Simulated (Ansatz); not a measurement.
Cost and result for the atomization energy of `BOCCO` (12 atoms, 11 bonds).

```xyz
12

B     0.8014   -1.4812   -1.3900
O     1.1129   -0.5584   -0.4695
C     0.2733    0.5474   -0.1946
C    -0.3638    0.3779    1.1717
O    -1.1201    1.5087    1.5325
H    -0.2074   -1.3705   -2.0374
H     1.5642   -2.3923   -1.5255
H     0.8859    1.4521   -0.2026
H    -0.4980    0.6389   -0.9698
H     0.4187    0.2683    1.9252
H    -0.9661   -0.5409    1.1852
H    -1.9009    1.5500    0.9747
```

The species carries charge 0 and has multiplicity 1. The structure was optimised at the PBE0-D4/def2-TZVP level. It is one conformer, not always the lowest. Program: Ansatz. All runs use 4 threads of an Arm Neoverse V1 on a shared host. Times are those of one run each, without the atoms' runs, and a repeat can differ threefold. Electronic energies, without spin–orbit coupling; frozen cores. CCSD(T)/CBS adds CCSD(T) − MP2 in def2-TZVPP to the MP2 limit, and its time is that of the two runs behind it. T1 = 0.013. B3LYP takes the VWN-RPA correlation (the form of Gaussian; ORCA's B3LYP/G).

CCSD(T)/CBS is a level of theory with its own doubt, some kJ/mol a heavy atom from the limit and from the frozen cores, so smaller differences don't rank the functionals.

```csv
level,functions,atomization (kcal/mol),difference from CCSD(T)/CBS,per bond
PBE-D4/def2-TZVPP (with forces),253,1135.8,24.2,2.2
CCSD(T)/def2-TZVPP,253,1085.0,-26.6,-2.4
B2PLYP/def2-TZVPP,253,1103.0,-8.6,-0.8
CCSD(T)/CBS(def2),–,1111.6,0.0,0.0
PBE0-D4/def2-TZVPP,253,1113.8,2.2,0.2
B3LYP-D4/def2-TZVPP (with forces),253,1113.1,1.5,0.1
ωB97X-V/def2-TZVPP,253,1113.5,1.9,0.2
MP2/def2-QZVPP,495,1121.1,9.5,0.9
r2SCAN-D4/def2-TZVPP (with forces),253,1115.3,3.7,0.3
ωB97M-V/def2-TZVPP (with forces),253,1116.2,4.6,0.4
```

(1) Order the runs by time, with rough figures. (Estimate.)

Results:

(1) Computed: PBE-D4/def2-TZVPP (with forces) 2.3 s; PBE0-D4/def2-TZVPP 2.9 s; B3LYP-D4/def2-TZVPP (with forces) 4.3 s; r2SCAN-D4/def2-TZVPP (with forces) 4.5 s; B2PLYP/def2-TZVPP 6 s; ωB97X-V/def2-TZVPP 7.5 s; ωB97M-V/def2-TZVPP (with forces) 11 s; MP2/def2-QZVPP 37 s; CCSD(T)/def2-TZVPP 2.9 min; CCSD(T)/CBS(def2) 3.5 min.

The D4 term adds +6.7 kcal/mol with B3LYP and +3.5 kcal/mol with PBE0; it sums over pairs of atoms, weighted by their polarisabilities, and B3LYP, whose exchange is more repulsive, gets the larger term. From PBE to PBE0 (25 % exact exchange), in def2-TZVPP and without D4, the atomization energy moves by −21.3 kcal/mol: exact exchange takes away binding that semilocal exchange gives to molecules. In def2-TZVPP, CCSD(T) changes the Hartree–Fock value by +270.2 kcal/mol (the triples alone add +15.3 kcal/mol) and MP2 by +290.6 kcal/mol; breaking electron pairs costs correlation energy, which Hartree–Fock lacks.
